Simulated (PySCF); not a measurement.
B(H)2(iPr), C₃H₉B, SMILES BC(C)C at its CAM-B3LYP/def2-SVP optimised geometry (Å):

```
13

B      0.7964    -1.2206     0.0000
H      2.0056    -1.2206     0.0000
H      0.2186    -2.2767    -0.1139
C      0.0066     0.1158     0.0000
C      0.7271     1.3405     0.5671
C     -1.4605     0.0475     0.4283
H      0.0223     0.2093    -1.1200
H      0.2075     2.2767     0.3073
H      0.7717     1.2907     1.6670
H      1.7613     1.4124     0.1999
H     -1.9832    -0.8006    -0.0377
H     -2.0056     0.9687     0.1671
H     -1.5414    -0.0766     1.5203
```

Method: CAM-B3LYP/def2-TZVP (PySCF). Cells within 0.4 Å of a nucleus heavier than hydrogen are left out (blank, or x).

Map of the Laplacian of the electron density (e/bohr⁵), clipped to [-1.50, 1.50] on the plane z = 0.0 Å:

```
|5555555555555555555555555555555|
|5555555555555555555555555555555|
|5555555555555555555555555555555|
|5555555555555555555555555555555|
|5555555555555555555555555555555|
|5555555555555555555555555555555|
|5555555555555555555555555555555|
|5555555555555555455555555555555|
|5555555555555555455555555555555|
|5555555555555555455555555555555|
|5555555555555555555441555555555|
|5555555545555555555444555555555|
|5555555502555555445555555555555|
|5555555543455553345555555555555|
|55555555544443xxx55555555555555|
|55555555546443xxx55555555555555|
|5555555543345545145555555555555|
|5555555500455554334555555555555|
|55555555005555553xx544455555555|
|55555555555555556xx920055555555|
|55555555555555554xx543455555555|
|5555555555555554334555555555555|
|5555555555555553035555555555555|
|5555555555555553045555555555555|
|5555555555555555555555555555555|
|5555555555555555555555555555555|
|5555555555555555555555555555555|
|5555555555555555555555555555555|
|5555555555555555555555555555555|
|5555555555555555555555555555555|
|5555555555555555555555555555555|
```
Scale: ten equal steps from -1.50 (start of '0') to 1.50 (end of '9'), in the order '0123456789'; x runs from -4.50 to 4.50, y from -4.50 (bottom) to 4.50 (top).
